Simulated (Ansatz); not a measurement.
Reaction (formal exchange of groups at the Si–O bond): `O[SiH](O)[AlH2]` + `C#CSC` → `O[SiH2][AlH2]` + `C#CSCO`

Gas-phase electronic energies from Ansatz, PBE0-D4/def2-TZVP geometries. CBS: MP2 limit from def2 TZ/QZ plus the TZ coupled-cluster correction, frozen cores. Functionals use def2-TZVPP. HSE06 is defined as in plane-wave codes. Each species was taken in one conformer, which may not be the lowest.

`O[SiH](O)[AlH2]`:

Cartesian coordinates in Å:
```
O 1.760 0.773 -0.362
Si 0.318 0.652 0.442
O 0.454 -0.126 1.898
Al -1.367 -0.483 -0.981
H 2.098 -0.006 -0.804
H 0.007 2.051 0.819
H 0.537 -1.080 1.894
H -1.102 -1.994 -1.423
H -2.705 0.214 -1.483
```

`C#CSC`:

```xyz
8

C     1.004   -0.976   -1.793
C     0.241   -0.926   -0.860
S    -0.839   -0.926    0.418
C    -0.551    0.723    1.100
H     1.677   -1.018   -2.616
H     0.480    0.821    1.435
H    -0.789    1.487    0.362
H    -1.223    0.816    1.953
```

`O[SiH2][AlH2]`:

Z-matrix (Å, degrees):
```
Si
Al 1 2.460
O 1 1.661 2 109.0
H 1 1.499 2 111.1 3 122.0
H 1 1.498 2 111.2 3 -122.0
H 2 1.591 1 118.5 3 179.3
H 2 1.588 1 122.5 3 -0.7
H 3 0.959 1 117.0 2 180.0
```

`C#CSCO`:

```xyz
9

C     0.645    0.965    2.180
C     0.770    0.182    1.272
S     0.989   -0.946    0.054
C    -0.103   -0.269   -1.247
O    -1.455   -0.292   -0.950
H     0.530    1.659    2.978
H     0.176    0.768   -1.424
H     0.162   -0.874   -2.125
H    -1.714   -1.194   -0.737
```

| level | ΔE (kcal/mol) | difference from CCSD(T)/CBS |
| --- | --- | --- |
| r2SCAN-D4 | 42.5 | -0.9 |
| PBE0-D4 | 41.0 | -2.4 |
| HSE06-D4 | 41.0 | -2.4 |
| revPBE | 39.9 | -3.5 |
| r2SCAN | 42.6 | -0.8 |
| PBE0 | 41.0 | -2.4 |
| r2SCANh | 42.7 | -0.7 |
| r2SCAN0 | 42.9 | -0.5 |
| HSE06 | 41.0 | -2.4 |
| BHLYP | 43.1 | -0.3 |
| CAM-B3LYP | 42.6 | -0.8 |
| RPA@PBE/def2-TZVPP | 40.9 | -2.5 |
| HF/def2-SVP | 37.4 | -6.0 |
| MP2/def2-SVP | 38.5 | -4.9 |
| CCSD/def2-TZVPP | 42.7 | -0.7 |
| HF/CBS(def2) | 43.3 | -0.1 |
| CCSD(T)/CBS | 43.4 | 0 |

Largest T1 diagnostic among the species: 0.013.

From PBE to PBE0 (25 % exact exchange), in def2-TZVPP and without D4, ΔE moves by +0.9 kcal/mol. At CCSD(T), def2-SVP lies −7.1 kcal/mol from the extrapolated value and def2-TZVPP −0.9 kcal/mol.
